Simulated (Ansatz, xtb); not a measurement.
# Two isomers of C2H5BrSi

Structure I is `C=C[SiH2]Br`, a singlet and structure II is `CC[Si]Br`, a singlet. Both are isolated molecules in the gas phase, relaxed with PBE-D3(BJ)/def2-SVP; the shapes shown needn't be the lowest conformers.

I (Å):

```xyz
9

C    -0.5268    2.2405    0.4284
C    -1.7827    2.2384   -0.0577
Br   -0.1812   -0.7993   -1.0142
Si    0.7217    0.8653    0.1970
H    -0.1847    3.1158    1.0147
H    -2.4746    3.0809    0.1124
H    -2.1692    1.3890   -0.6475
H     1.9417    1.3556   -0.5310
H     1.1512    0.2931    1.5187
```

II (Å):

```xyz
9

C    -0.8706    2.3466    0.2029
C     0.1412    1.3963   -0.4335
Br   -0.9293   -0.5336    1.9769
Si    0.5028   -0.3798    0.1989
H    -0.6194    2.5497    1.2632
H    -1.8896    1.9103    0.1985
H    -0.9148    3.3197   -0.3287
H     1.1654    1.8480   -0.4711
H    -0.0833    1.2191   -1.5165
```

Quicker runs give these differences E(II) − E(I): GFN2-xTB +9.0 kcal/mol; HF/STO-3G −4.5 kcal/mol (at GFN2-xTB geometries); r2SCAN-D4/def2-SVP +9.3 kcal/mol (at GFN2-xTB geometries).

Problem. Which of the two would you expect CCSD(T)/def2-SVP + ΔMP2/def2-TZVPP electronic energies to favour?

Solution. Structure I; the calculation gives E(II) − E(I) = +11.4 kcal/mol.

Level by level:

```json
{"level": "GFN2-xTB", "geometry": "GFN2-xTB", "E(II) − E(I) (kcal/mol)": "+9.0", "departure from the last row (kcal/mol)": "−2.4", "job, with rough time for the two": "optimisation, 0.24 s"}
{"level": "HF/STO-3G", "geometry": "GFN2-xTB", "E(II) − E(I) (kcal/mol)": "−4.5", "departure from the last row (kcal/mol)": "−15.9", "job, with rough time for the two": "single point, 0.38 s"}
{"level": "r2SCAN-D4/def2-SVP", "geometry": "GFN2-xTB", "E(II) − E(I) (kcal/mol)": "+9.3", "departure from the last row (kcal/mol)": "−2.1", "job, with rough time for the two": "single point, 4.2 s"}
{"level": "PBE-D3(BJ)/def2-SVP", "geometry": "PBE-D3(BJ)/def2-SVP", "E(II) − E(I) (kcal/mol)": "+5.6", "departure from the last row (kcal/mol)": "−5.8", "job, with rough time for the two": "optimisation, 59 s"}
{"level": "HF/def2-SVP", "geometry": "PBE-D3(BJ)/def2-SVP", "E(II) − E(I) (kcal/mol)": "+13.5", "departure from the last row (kcal/mol)": "+2.1", "job, with rough time for the two": "part of the CCSD(T) run"}
{"level": "MP2/def2-SVP", "geometry": "PBE-D3(BJ)/def2-SVP", "E(II) − E(I) (kcal/mol)": "+10.3", "departure from the last row (kcal/mol)": "−1.1", "job, with rough time for the two": "part of the CCSD(T) run"}
{"level": "CCSD(T)/def2-SVP", "geometry": "PBE-D3(BJ)/def2-SVP", "E(II) − E(I) (kcal/mol)": "+9.3", "departure from the last row (kcal/mol)": "−2.2", "job, with rough time for the two": "single point"}
{"level": "CCSD(T)/def2-SVP + ΔMP2/def2-TZVPP", "geometry": "PBE-D3(BJ)/def2-SVP", "E(II) − E(I) (kcal/mol)": "+11.4", "departure from the last row (kcal/mol)": "", "job, with rough time for the two": "single point, 31 s"}
```

As drawn, II has 1 C–C, 2 C–H in place of 1 C=C, 2 Si–H.

HF/STO-3G puts the two in the other order. The largest departure from CCSD(T)/def2-SVP + ΔMP2/def2-TZVPP is that of HF/STO-3G, 15.9 kcal/mol. The last row adds to CCSD(T) the change of the MP2 difference between the two basis sets, here +2.2 kcal/mol.

With harmonic frequencies from PBE-D3(BJ)/def2-SVP (ideal gas, rigid rotor, one conformer each, 298.15 K, 1 atm): on the last row, ΔE + ΔZPE = +14.4 kcal/mol. A mode under 50 cm⁻¹ makes harmonic enthalpies and free energies unreliable, so none is given.

The correlated steps freeze 16 core orbitals; the filled d shell of Br is correlated, in a basis made for valence electrons. Programs: Ansatz 0.2.0, xtb 6.7.1; the last row on 2 threads of Arm Neoverse V1 on a shared host.
